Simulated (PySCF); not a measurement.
# Run times: thallium in x2c-SVPall-2c with one added diffuse shell each of s, p type

Measured wall times of calculations with PySCF 2.14 in x2c-SVPall-2c with one added diffuse shell each of s, p type (8s12p7d2f, 93 functions), with two-component X2C-1e, run from one Python driver. Hardware: 1 thread of Neoverse-V2 on a shared host, 1.3 GiB allowed. The two-electron integrals over 93 functions were computed once and kept in memory (8.6 CPU seconds with the set-up); the times below exclude them.

Launch command (the driver calls PySCF for each step listed in the task file):

```bash
OMP_NUM_THREADS=1 python sorun2.py TASK.json OUT
```

```
               species                                      step  iterations  wall time (s)
   Tl³⁺ [Xe] 4f14 5d10                            GHF, spin-free           5            2.1
   Tl³⁺ [Xe] 4f14 5d10            GMP2 (18 electrons), spin-free                        1.1
   Tl³⁺ [Xe] 4f14 5d10                  GHF, screened spin-orbit           6            2.4
   Tl³⁺ [Xe] 4f14 5d10  GMP2 (18 electrons), screened spin-orbit                       0.68
Tl³⁺ [Xe] 4f14 5d9 6s1                            GHF, spin-free           7            2.7
Tl³⁺ [Xe] 4f14 5d9 6s1            GMP2 (18 electrons), spin-free                       0.68
Tl³⁺ [Xe] 4f14 5d9 6s1                  GHF, screened spin-orbit           7            4.8
Tl³⁺ [Xe] 4f14 5d9 6s1  GMP2 (18 electrons), screened spin-orbit                       0.68
```

Peak memory of the process: 0.33 GiB. Times on a shared host vary from run to run.
